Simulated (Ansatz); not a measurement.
Ideal-gas functions of CH5FOSi (`CO[SiH2]F`) at 800 K and 1 bar, from an Ansatz frequency run at PBE0-D4/def2-TZVP.

Molar mass 80.13 g/mol, point group C1 (symmetry number 1), electronic degeneracy 1, moments of inertia 38.84, 132.539, 154.479 u Å². Harmonic wavenumbers (cm⁻¹, unscaled): 83, 97, 206, 338, 700, 755, 782, 876, 952, 962, 1158, 1184, 1224, 1483, 1493, 1502, 2239, 2290, 3025, 3096, 3130.

Use S(trans) = R[1.5 ln M + 2.5 ln T − 1.1517]; rotational temperatures θ = 24.2544 K / I; S(rot) = R[ln(√π/σ · √(T³/θAθBθC)) + 1.5]; for each mode x = 1.438777 ν̃/T, S = R[x/(eˣ − 1) − ln(1 − e⁻ˣ)] and H = RT x/(eˣ − 1); 1 cm⁻¹ = 0.0119627 kJ/mol; R = 8.31446 J/(mol·K).

Task: By hand: the entropy, in J/(mol·K).

Result: Translation 184.0. Rotation: θ = 0.6245, 0.183, 0.157 K, giving 117.3. Vibration, mode by mode: 24.14, 22.84, 16.62, 12.58, 6.93, 6.38, 6.13, 5.34, 4.79, 4.72, 3.57, 3.44, 3.25, 2.25, 2.22, 2.19, 0.76, 0.70, 0.23, 0.21, 0.20, in all 129.5. Electronic 0.0. Sum 430.8 J/(mol·K).

Task: By hand: H − E and G − E in kJ/mol, counted from the electronic energy.

Result: Zero-point energy ½ × 27575 × 0.0119627 = 164.9; thermal vibration 50.8; translation, rotation and pV give 4 RT = 26.6. H − E = 242.3 kJ/mol, and G − E = 242.3 − 800 × 430.8/1000 = -102.3 kJ/mol.

Vibration gives 30 % of the entropy, 47.0 J/(mol·K) of it from the modes under 150 cm⁻¹: soft modes count most, and the harmonic formula is weakest for them. The sum counts one conformer and one mirror image; others add a mixing term.
